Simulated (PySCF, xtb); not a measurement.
Sb(Me)3 (C3H9Sb), SMILES [CH3][Sb]([CH3])[CH3].

xtb with GFN2-xTB at its own geometry gives an orbital gap of 5.11 eV and a dipole moment of 0.44 D.

The structure is a stationary point at B3LYP-D3(BJ)/def2-SVP. The isomer is the one that the SMILES or the coordinates give; other isomers of the formula were not compared. The def2 effective core potentials stand for the cores of Sb; spin–orbit coupling is left out.

Problem. What does M06-2X/def2-TZVP (PySCF) give? (Estimate from the structure and the level; the computed values follow.)

Solution. gap 8.36 eV (levels -7.58 and 0.78 eV), dipole 0.35 D.
